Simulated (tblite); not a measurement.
A tight-binding relaxation on `CCO[Si@@H](O)[C@H]1CC[AsH]1`.

Computed with GFN2-xTB geometry optimisation, gas phase (tblite 0.8.0). Start geometry: from a force field or distance geometry. The input is one job of a driver script: a line of settings, then coordinates in Å.

Command:
```bash
OMP_NUM_THREADS=1 python probes_run.py task.json out
```

Input:
```
{"job": {"kind": "relax", "xc": "GFN2-xTB", "basis": "xTB"}, "charge": 0, "multiplicity": 1}
C      3.036700     1.521200    -0.567500
C      2.323500     0.181500    -0.672200
O      1.027900     0.301200    -0.161000
Si     0.228300    -1.226800    -0.270100
O      0.870900    -2.295900     0.934100
C     -1.616600    -1.010700     0.027700
C     -1.937700    -0.195400     1.281800
C     -2.521700     1.021100     0.581300
As    -2.346900     0.288100    -1.240500
H      2.474300     2.280200    -1.160800
H      3.066200     1.854700     0.490800
H      4.060200     1.435300    -0.956000
H      2.910200    -0.556200    -0.053500
H      2.323900    -0.130000    -1.736900
H      0.419800    -1.814200    -1.593900
H      0.832700    -1.777100     1.783400
H     -2.156700    -1.973300    -0.001200
H     -2.706500    -0.717400     1.904900
H     -1.048800     0.077400     1.899200
H     -3.584000     1.197400     0.857800
H     -1.896700     1.924900     0.713600
H     -3.769300    -0.366700    -1.169300
```

What does the run print?

```
step      E/eV     max force
  0    -805.45000    2.542
  1    -805.74706    1.612
  2    -805.87764    0.850
  3    -805.90688    0.529
  4    -805.94362    0.444
  5    -805.95918    0.474
  6    -805.99655    0.402
  7    -806.01016    0.288
  8    -806.02556    0.296
  9    -806.03997    0.352
... (137 lines left out)
147    -806.38033    0.040
148    -806.38077    0.036
149    -806.38119    0.037
150    -806.38145    0.042
151    -806.38165    0.036
152    -806.38177    0.023
153    -806.38185    0.023
154    -806.38191    0.018
155    -806.38196    0.014
156    -806.38198    0.009
```

«max force» is the largest atomic force in eV/Å.

From which step on does the largest force stay under 0.1 eV/Å, and how much energy is left to gain from there?

From step 116 (0.082 eV/Å), 14.7 meV above the end.

Summary of the converged run: energy lowered by 21.5 kcal/mol over 156 steps; largest atomic force 0.009 eV/Å at the end.

How long does this job take on one thread of an Intel Xeon at 2.70 GHz (shared host)?

About 3.1 s.
Labels such as C1 count atoms from 1, the log's own numbers from 0.
